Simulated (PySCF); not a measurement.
Isomers of C5H13B, from PySCF, PBE0-D3(BJ)/def2-SVP geometry optimisation, gas phase. One conformer each, no zero-point energy, no frequencies.

Task: Which isomer lies lowest at this level?
A. `[CH3:1][CH2:2][CH2:3][B:4]([CH3:5])[CH3:6]` with C1–C2–C3–B4 176°, C2–C3–B4–C5 -25°: A = 6225, B = 1652, C = 1372 MHz, dipole 0.07 D
B. `CCB(C)CC` (BEt2Me): A = 4388, B = 2157, C = 1710 MHz, dipole 0.09 D
C. `[BH2:1][C:2]([CH3:3])([CH3:4])[CH2:5][CH3:6]` with H–B1–C2–C3 154° and -32°, B1–C2–C5–C6 -56°: A = 4486, B = 2606, C = 2422 MHz, dipole 0.69 D

Result: A. That is `C(CC)B(C)C`, 3.6 kcal/mol below the next.

```tsv
SMILES	mapped SMILES	E (Eh)	relative (kcal/mol)	relative (kJ/mol)	dipole (D)
CCCB(C)C	[CH3:1][CH2:2][CH2:3][B:4]([CH3:5])[CH3:6]	-222.79324	0.0	0.0	0.07
CCB(C)CC	–	-222.78744	3.6	15.2	0.09
BC(C)(C)CC	[BH2:1][C:2]([CH3:3])([CH3:4])[CH2:5][CH3:6]	-222.74990	27.2	113.8	0.69
```
